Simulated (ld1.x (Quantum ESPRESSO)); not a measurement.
## An all-electron radial function and its pseudo partner (boron (B))

Columns: radius, all-electron u(r) and pseudo u(r) of the 2p shell (level -5.74 eV) of boron in the configuration [He] 2s2 2p0.75; PBE, scalar-relativistic, PAW scheme, ld1.x (Quantum ESPRESSO) 7.5.

| r (bohr) | all-electron | pseudo |
| --- | --- | --- |
| 0.188 | 0.0833 | 0.0089 |
| 0.375 | 0.2267 | 0.0347 |
| 0.562 | 0.3623 | 0.0755 |
| 0.750 | 0.4714 | 0.1284 |
| 0.938 | 0.5528 | 0.1892 |
| 1.125 | 0.6081 | 0.2531 |
| 1.312 | 0.6394 | 0.3159 |
| 1.500 | 0.6507 | 0.3737 |
| 1.688 | 0.6461 | 0.4226 |
| 1.875 | 0.6298 | 0.4596 |
| 2.062 | 0.6051 | 0.4837 |
| 2.250 | 0.5748 | 0.4944 |
| 2.438 | 0.5411 | 0.4924 |
| 2.625 | 0.5059 | 0.4795 |
| 2.812 | 0.4702 | 0.4580 |
| 3.000 | 0.4349 | 0.4305 |
| 3.188 | 0.4008 | 0.3997 |
| 3.375 | 0.3683 | 0.3682 |
| 3.562 | 0.3375 | 0.3376 |
| 3.750 | 0.3085 | 0.3085 |
| 3.938 | 0.2814 | 0.2814 |
| 4.125 | 0.2563 | 0.2563 |
| 4.312 | 0.2331 | 0.2331 |
| 4.500 | 0.2115 | 0.2115 |
| 4.688 | 0.1917 | 0.1917 |
| 4.875 | 0.1735 | 0.1735 |

How many radial nodes do the two functions have?

The all-electron 2p function has n − l − 1 = 0; the pseudo-wave has 0.

At about which radius was the pseudo-wave matched?

3.75 bohr. The columns agree to 0.0005 from 3.38 bohr on; several derivatives are matched, so the curves merge somewhat inside the radius.

Where does each function peak?

Outermost all-electron maximum near 1.50 bohr, pseudo maximum near 2.25 bohr (to the table’s step).

Is the pseudo-wave norm-conserving?

No, it belongs to a PAW set: the norm inside the radius is not constrained, and the difference is carried by the augmentation charge.
